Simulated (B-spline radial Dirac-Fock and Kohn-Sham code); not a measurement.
## Be 1s: cross section and angular parameters

System: atomic beryllium in the configuration [He] 2s2; threshold 111.5 eV (tabulated edge). Calculated with a B-spline atomic structure program, using Dirac-Hartree-Slater photoionisation with a Latter tail; cross sections with all multipoles, angular parameters from the dipole term and its interference with E2.

Input file task.json (cfg lists n, l and occupation; rrms is the nuclear radius in fm):

```json
{"items": [{
  "Z": 4,
  "q": 0,
  "cfg": [[1, 0, 2], [2, 0, 2]],
  "A": 9,
  "rrms": 2.519,
  "do": "xps",
  "hv": [60, 63.3, 72.0, 79.9, 81.9, 115.0, 122.0, 239.0, 263.0, 300, 356.0, 422.0, 432.0, 495.0, 768.0, 800, 1000, 1390.0, 1486.9, 1580.0, 4000, 4800.0, 5030.0, 6290.0, 8047.8, 9251.7, 9540.0, 9990.0, 12200.0, 12800.0],
  "edges": {"K": 111.5}
}]}
```

Command: `python xray2_run.py task.json out`

For linearly polarised light dσ/dΩ = σ/(4π) [1 + β P₂(cos θ) + (δ + γ cos²θ) sin θ cos φ], with θ from the polarisation vector and φ the angle between the beam and the projection of the electron momentum on the plane normal to the polarisation.

```
hν (eV)   σ (kb)      β      γ
    122     1860  2.000  0.017
    239      432  2.000  0.185
    263      340  2.000  0.210
    300      243  2.000  0.246
    356      155  2.000  0.295
    422     98.2  2.000  0.346
    432     92.2  2.000  0.353
    495     63.5  2.000  0.395
    768     18.5  2.000  0.545
    800     16.4  2.000  0.561
   1000     8.60  2.000  0.648
   1390     3.22  2.000  0.794
 1486.9     2.63  2.000  0.827
   1580     2.19  2.000  0.858
   4000    0.120  2.000  1.450
   4800   0.0668  2.000  1.599
   5030   0.0575  2.000  1.639
   6290   0.0278  2.000  1.844
 8047.8        ?      ?      ?
 9251.7  0.00786  2.000  2.252
   9540  0.00710  2.000  2.288
   9990  0.00610  2.000  2.343
  12200  0.00315  2.000  2.595
  12800  0.00268  2.000  2.658
```

**Question.** Give the values at Cu Kα (8047.8 eV).

**Answer.** σ = 0.0124 kb, β = 2.000, γ = 2.096. For an s subshell δ is negligible.
